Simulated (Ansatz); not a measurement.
Li9Cl9 (started as a model of: 2x3x3 LiCl rock-salt block), relaxed as a singlet with RKS PBE-D4/def2-SVP in Ansatz, starting from the GFN2-xTB geometry. Force threshold 0.03 eV/Å.

Start:

```xyz
18

Li    3.1012    0.7394    0.4725
Cl    2.1357    0.9720   -1.5145
Li    0.6582    0.5157   -3.1147
Cl    1.5061    1.4719    1.8335
Li    0.1275    1.2708   -0.1665
Cl   -1.2347    1.2214   -2.1868
Li   -0.4659    1.4094    2.8636
Cl   -1.8640    1.7232    1.1634
Li   -2.9083    1.1864   -0.7235
Cl    3.0592   -1.4595    0.7933
Li    1.7770   -1.4841   -1.1194
Cl    0.4718   -1.6978   -3.0042
Li    1.1812   -1.0109    2.0480
Cl   -0.1093   -1.0972    0.1438
Li   -1.4088   -1.2474   -1.7538
Cl   -0.7174   -0.7515    3.3235
Li   -2.0031   -0.7747    1.4146
Cl   -3.3063   -0.9871   -0.4729
```

(1) Estimate the energy that the relaxation releases and the steps that it takes.

(2) Does the start keep its bonding and symmetry?

(3) Predict the relaxed structure.

## Answers

(1) 45.1 kJ/mol, in 5 steps; 35 s on 4 threads of Arm Neoverse V1 on a shared host. No frequencies were taken in this run, so the end may be a saddle point.

(2) By distances, no bond broke or formed. The bond that changes most is Cl2–Li5, from 2.44 to 2.55 Å (atoms count from 1). Point group C4v at the start, C4v at the end, both within 0.05 Å.

(3) 
```xyz
18

Li    3.1632    0.6859    0.4919
Cl    2.2360    1.0426   -1.5889
Li    0.6655    0.4578   -3.1727
Cl    1.5774    1.5666    1.9154
Li    0.1310    1.3056   -0.1706
Cl   -1.2893    1.3047   -2.2905
Li   -0.4821    1.3707    2.9338
Cl   -1.9479    1.8286    1.2138
Li   -2.9798    1.1426   -0.7308
Cl    3.1943   -1.5466    0.8315
Li    1.8337   -1.4517   -1.1594
Cl    0.4907   -1.7935   -3.1351
Li    1.2222   -0.9652    2.0950
Cl   -0.1164   -1.1602    0.1516
Li   -1.4402   -1.2084   -1.8110
Cl   -0.7514   -0.8053    3.4746
Li   -2.0518   -0.7218    1.4434
Cl   -3.4551   -1.0523   -0.4920
```
Bond lengths (bridged metal pairs left out): 33 × Cl–Li 2.26 to 2.56 Å.
